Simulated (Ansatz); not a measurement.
Start from `C[O][Sn]([CH3])([SH])[Cl]` and change one atom or group to get `C[O][SnH]([CH3])[SH]`.

Ansatz, PBE0-D4/def2-TZVP geometries, multiplicity 1. Each molecule was computed in one conformer, which needn't be the lowest.

Elements past krypton have def2 core potentials.

```tsv
property	`C[O][Sn]([CH3])([SH])[Cl]`
LUMO energy (ωB97M-V/def2-TZVPP) / eV	0.71
HOMO energy (B3LYP/def2-TZVPP) / eV	-7.47
HOMO–LUMO gap (PBE0/def2-TZVPP) / eV	6.51
size of the dipole moment (ωB97M-V/def2-TZVPP) / D	2.58
HOMO energy (PBE/def2-TZVPP) / eV	-6.36
HOMO–LUMO gap (PBE/def2-TZVPP) / eV	4.21
```

Give the same properties after the change, and the shifts. (Estimate.)

The calculation gave: 
```
                                          property  `C[O][SnH]([CH3])[SH]`  shift
             LUMO energy (ωB97M-V/def2-TZVPP) / eV                    1.53   0.82
               HOMO energy (B3LYP/def2-TZVPP) / eV                   -7.13   0.34
              HOMO–LUMO gap (PBE0/def2-TZVPP) / eV                    7.08   0.57
size of the dipole moment (ωB97M-V/def2-TZVPP) / D                    1.52  -1.06
                 HOMO energy (PBE/def2-TZVPP) / eV                   -5.94   0.42
               HOMO–LUMO gap (PBE/def2-TZVPP) / eV                    4.69   0.48
```

With PBE0 the HOMO rises by 0.34 eV and the LUMO rises by 0.91 eV, so the gap widens by about 0.57 eV. PBE moves the HOMO by 0.42 eV and ωB97M-V by 0.34 eV. Dipoles are sizes alone; their direction can turn.

B3LYP here is the variant with VWN-RPA as its local correlation; programs differ in this.
